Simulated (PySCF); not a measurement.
C2H6N (SMILES [CH2-]NC), charge -1, singlet, at a GFN2-xTB geometry; CCSD(T)/6-31G* (PySCF).

Input for PySCF:
```python
from pyscf import gto, scf, cc

mol = gto.M(
    atom='''
C     0.06838840   -0.34344719    1.28001260
N    -0.02031578    0.57728452    0.03028326
C    -0.01464409   -0.23244926   -1.15661628
H     0.07446949    0.42980237    2.12358233
H    -1.00128293   -0.74920637    1.34561699
H     0.85112316    1.11606852    0.04720825
H     0.82050456   -0.96673735   -1.22449252
H     0.01871469    0.39617056   -2.06419785
H    -0.94378425   -0.81171072   -1.18007793
''',
    basis='6-31g*',
    charge=-1,
    verbose=4,
)

mf = scf.RHF(mol)
mf.kernel()

mycc = cc.CCSD(mf, frozen=3)
mycc.kernel()
et = mycc.ccsd_t()
print('E(CCSD(T)) = %.10f' % (mycc.e_tot + et))
```

Output, abridged:

```
PySCF version 2.14.0

[INPUT] verbose = 4
[INPUT] num. atoms = 9
[INPUT] num. electrons = 26
[INPUT] charge = -1
[INPUT] spin (= nelec alpha-beta = 2S) = 0
[INPUT] symmetry False subgroup None
[INPUT] Mole.unit = angstrom
[INPUT] Symbol           X                Y                Z      unit          X                Y                Z       unit  Magmom
[INPUT]  1 C      0.068388400000  -0.343447190000   1.280012600000 AA    0.129235346097  -0.649021127351   2.418873249992 Bohr   0.0
[INPUT]  2 N     -0.020315780000   0.577284520000   0.030283260000 AA   -0.038391260207   1.090909638751   0.057227067559 Bohr   0.0
[INPUT]  3 C     -0.014644090000  -0.232449260000  -1.156616280000 AA   -0.027673319443  -0.439265439258  -2.185688000413 Bohr   0.0
[INPUT]  4 H      0.074469490000   0.429802370000   2.123582330000 AA    0.140726940736   0.812208766989   4.012989006666 Bohr   0.0
[INPUT]  5 H     -1.001282930000  -0.749206370000   1.345616990000 AA   -1.892150510902  -1.415794850080   2.542847579662 Bohr   0.0
[INPUT]  6 H      0.851123160000   1.116068520000   0.047208250000 AA    1.608389670674   2.109063839049   0.089210663320 Bohr   0.0
[INPUT]  7 H      0.820504560000  -0.966737350000  -1.224492520000 AA    1.550528902357  -1.826868825888  -2.313955504379 Bohr   0.0
[INPUT]  8 H      0.018714690000   0.396170560000  -2.064197850000 AA    0.035365638606   0.748653857016  -3.900768603416 Bohr   0.0
[INPUT]  9 H     -0.943784250000  -0.811710720000  -1.180077930000 AA   -1.783493753178  -1.533910953174  -2.230024093344 Bohr   0.0

nuclear repulsion = 75.8101551652284
number of shells = 30
number of NR pGTOs = 105
number of NR cGTOs = 54
basis = 6-31g*
ecp = {}

******** <class 'pyscf.scf.hf.RHF'> ********
method = RHF
initial guess = minao
damping factor = 0
level_shift factor = 0
DIIS = <class 'pyscf.scf.diis.CDIIS'>
diis_start_cycle = 1
diis_space = 8
diis_damp = 0
SCF conv_tol = 1e-09
SCF conv_tol_grad = None
SCF max_cycles = 50
direct_scf = True
direct_scf_tol = 1e-13
Set gradient conv threshold to 3.16228e-05
Initial guess from minao.
init E= -133.567913025832
  HOMO = -0.126171084981504  LUMO = 0.157508480516761  gap/eV = 7.71931
cycle= 1 E= -133.463982677207  delta_E= 0.104  |g|= 0.383  |ddm|= 2.56
  HOMO = 0.0641168189852581  LUMO = 0.420131493838764  gap/eV = 9.68765
cycle= 2 E= -133.505438707074  delta_E= -0.0415  |g|= 0.15  |ddm|= 0.593
  HOMO = -0.00328644668555889  LUMO = 0.424519018667826  gap/eV = 11.64118
cycle= 3 E= -133.511541929628  delta_E= -0.0061  |g|= 0.0416  |ddm|= 0.222
  HOMO = -0.00059485007538651  LUMO = 0.427340814006455  gap/eV = 11.64472
cycle= 4 E= -133.512236543381  delta_E= -0.000695  |g|= 0.00958  |ddm|= 0.0769
  HOMO = -0.000558106363189204  LUMO = 0.427267644757905  gap/eV = 11.64173
cycle= 5 E= -133.512296960706  delta_E= -6.04e-05  |g|= 0.00441  |ddm|= 0.0351
  HOMO = -0.00113843192581964  LUMO = 0.427391309546456  gap/eV = 11.66089
cycle= 6 E= -133.512310815374  delta_E= -1.39e-05  |g|= 0.00144  |ddm|= 0.0195
  HOMO = -0.00123860122849928  LUMO = 0.427438426803499  gap/eV = 11.66490
cycle= 7 E= -133.512313299209  delta_E= -2.48e-06  |g|= 0.000346  |ddm|= 0.0112
  HOMO = -0.0012576813378975  LUMO = 0.427469630291037  gap/eV = 11.66626
cycle= 8 E= -133.512313450035  delta_E= -1.51e-07  |g|= 0.000115  |ddm|= 0.00265
  HOMO = -0.00125962889997577  LUMO = 0.42746269701834  gap/eV = 11.66613
cycle= 9 E= -133.512313464537  delta_E= -1.45e-08  |g|= 4.3e-05  |ddm|= 0.000702
  HOMO = -0.00125308548555259  LUMO = 0.427466596402307  gap/eV = 11.66606
cycle= 10 E= -133.512313466399  delta_E= -1.86e-09  |g|= 1.23e-05  |ddm|= 0.000252
  HOMO = -0.00125208918565534  LUMO = 0.427465644257127  gap/eV = 11.66600
cycle= 11 E= -133.51231346658  delta_E= -1.81e-10  |g|= 3.25e-06  |ddm|= 8.46e-05
  HOMO = -0.00125227005448192  LUMO = 0.427465766169267  gap/eV = 11.66601
Extra cycle  E= -133.512313466589  delta_E= -8.64e-12  |g|= 1.56e-06  |ddm|= 1.24e-05
converged SCF energy = -133.512313466589

******** <class 'pyscf.cc.ccsd.CCSD'> ********
CC2 = 0
CCSD nocc = 10, nmo = 51
frozen orbitals 3
max_cycle = 50
direct = 0
conv_tol = 1e-07
conv_tol_normt = 1e-05
diis_space = 6
diis_start_cycle = 0
diis_start_energy_diff = 1e+09
Init t2, MP2 energy = -133.93950614462  E_corr(MP2) -0.427192678031053
Init E_corr(CCSD) = -0.427192678032627
cycle = 1  E_corr(CCSD) = -0.449977256802544  dE = -0.0227845788  norm(t1,t2) = 0.0526846
cycle = 2  E_corr(CCSD) = -0.461650489998634  dE = -0.0116732332  norm(t1,t2) = 0.0166338
cycle = 3  E_corr(CCSD) = -0.465135056425166  dE = -0.00348456643  norm(t1,t2) = 0.00732134
cycle = 4  E_corr(CCSD) = -0.466111972755042  dE = -0.00097691633  norm(t1,t2) = 0.00218566
cycle = 5  E_corr(CCSD) = -0.466069901075152  dE = 4.20716799e-05  norm(t1,t2) = 0.00102873
cycle = 6  E_corr(CCSD) = -0.46601126012114  dE = 5.8640954e-05  norm(t1,t2) = 0.000376277
cycle = 7  E_corr(CCSD) = -0.466016448941263  dE = -5.18882012e-06  norm(t1,t2) = 0.000164773
cycle = 8  E_corr(CCSD) = -0.466020665219634  dE = -4.21627837e-06  norm(t1,t2) = 5.83074e-05
cycle = 9  E_corr(CCSD) = -0.466018577542807  dE = 2.08767683e-06  norm(t1,t2) = 2.72278e-05
cycle = 10  E_corr(CCSD) = -0.466018748139272  dE = -1.70596464e-07  norm(t1,t2) = 1.40383e-05
cycle = 11  E_corr(CCSD) = -0.466018458712499  dE = 2.89426773e-07  norm(t1,t2) = 5.61133e-06
cycle = 12  E_corr(CCSD) = -0.466018447275597  dE = 1.14369013e-08  norm(t1,t2) = 2.37976e-06
CCSD converged
E(CCSD) = -133.9783319138644  E_corr = -0.4660184472755974
CCSD(T) correction = -0.012514565237074
E(CCSD(T)) = -133.9908464791
```
